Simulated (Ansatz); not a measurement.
# Worked example: the enthalpy of formation of NBrO (nitrosyl bromide)

NBrO has 3 atoms, charge 0, and is taken as a singlet. SMILES: `O=NBr`. Geometry: relaxed at PBE0-D4/def2-TZVP.

```csv
atom,x (Å),y (Å),z (Å)
O,0.9418,-0.6468,0.4485
N,-0.0449,-0.6365,-0.0929
Br,-0.8968,1.2833,-0.3556
```

Total energies at PBE0/def2-TZVP (Ansatz 0.2.0); the atoms run unrestricted:

```
species    state   energy (Eh)
   NBrO  singlet  -2703.670031
      O  triplet    -75.018601
      N  quartet    -54.543820
     Br  doublet  -2573.811893
```

Harmonic wavenumbers at PBE0/aug-cc-pVTZ, in cm⁻¹: 287, 586, 1938.

Measured heats of formation of the gaseous atoms at 298.15 K, in kJ/mol: O 249.2, N 472.4, Br 111.9. Spin-orbit lowering of the atoms at 298 K (mean of the ground term's levels less their thermal mean, from spectra), in kJ/mol: O 0.40, Br 14.69. Take 1 Eh = 2625.50 kJ/mol, 1 cm⁻¹ = 0.0119627 kJ/mol, RT = 2.479 kJ/mol.

Question: Work out the heat of formation of the gas at 298 K.

Answer: 
1. Electronic atomisation energy: (-75.018601) + (-54.543820) + (-2573.811893) − (-2703.670031) = 0.295717 Eh = 776.4 kJ/mol.
2. Zero-point energy: half the sum of the wavenumbers, 1405.5 cm⁻¹ = 16.8 kJ/mol.
3. Thermal vibrational enthalpy, Σ hcν̃/(exp(hcν̃/kT) − 1): 1.6 kJ/mol. Translation, rotation and pV of a non-linear molecule: 4 RT = 9.9 kJ/mol.
4. The 3 free atoms carry 5/2 RT each: 18.6 kJ/mol.
5. Spin-orbit coupling lowers the free atoms by 0.40 + 14.69 = 15.1 kJ/mol.
6. Atomisation enthalpy at 298 K: 776.4 − 15.1 − 16.8 − 1.6 − 9.9 + 18.6 = 751.6 kJ/mol.
7. Sum of the atoms' heats of formation: 833.5 kJ/mol. Heat of formation: 833.5 − 751.6 = +81.9 kJ/mol.

The tabulated value is +82.1 kJ/mol (NIST-JANAF tables), so this level is off by -0.2 kJ/mol, or 0.0 % of the atomisation enthalpy that the table implies (751.4 kJ/mol). Relativity is left out. Anharmonicity and any spin-orbit splitting of the molecule are left out.
